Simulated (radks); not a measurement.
Task: Species: N+. Configuration: [He] 2s2 2p2. Method: non-relativistic Kohn-Sham, TPSS, spin-polarised, spherical densities, point nucleus; open shells are filled with parallel spins first; meta-GGA in the generalised Kohn-Sham scheme; computed with a radial shooting solver on a logarithmic mesh with Libxc functionals. Some entries of the table are withheld. Estimate them.

orbital  occ.  eigenvalue (hartree)  <r> (bohr)  <r^2> (bohr^2)
1s up       1             -14.86997      0.2295         0.07123
1s down     1             -14.81734      0.2285         0.07052
2s up       1              -1.26576       1.228           1.797
2s down     1              -1.11209       1.269           1.930
2p up       2              -0.81511         (1)           1.968
2p down     0              -0.65794         (2)           2.312

Result: 
(1) 2p up <r> (bohr): 1.250
(2) 2p down <r> (bohr): 1.347
